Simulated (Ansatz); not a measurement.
CH4FNOSi, relaxed with RKS PBE-D4/def2-SVP in Ansatz from a rough embedded geometry. The force threshold is 0.03 eV/Å; the program also tests the step.

The species carries charge 0 and has multiplicity 1. The bonds changed during the relaxation, so this is another structure than the one it started from.

Start:

```xyz
9

N     0.492    1.515    0.065
C    -0.003    0.499   -0.869
O    -1.177   -0.078   -0.462
Si   -0.811   -1.337    0.396
F    -0.143   -2.500   -0.619
H    -0.204    2.004    0.526
H     1.046    1.051    0.846
H     0.684   -0.060   -1.424
H     0.116   -1.094    1.540
```

Problem. How much energy does the relaxation release, and in how many steps? (Estimate.)

Solution. Ansatz gave: 249.92 kJ/mol, in 17 steps.

Problem. Which bonds change most? (Best estimate.)

Solution. Computed: O3–Si4 from 1.567 to 1.945 Å; N1–C2 from 1.466 to 1.343 Å; C2–O3 from 1.370 to 1.276 Å; Si4–H9 from 1.492 to 1.584 Å.

Problem. Give the relaxed structure. (Best estimate.)

Solution. Computed: 
```xyz
9

N     0.397    1.589    0.153
C     0.120    0.375   -0.350
O    -1.082   -0.035   -0.472
Si   -1.135   -1.768    0.410
F    -0.523   -2.628   -0.889
H    -0.363    2.153    0.540
H     1.359    1.908    0.264
H     0.982   -0.200   -0.748
H     0.245   -1.394    1.091
```
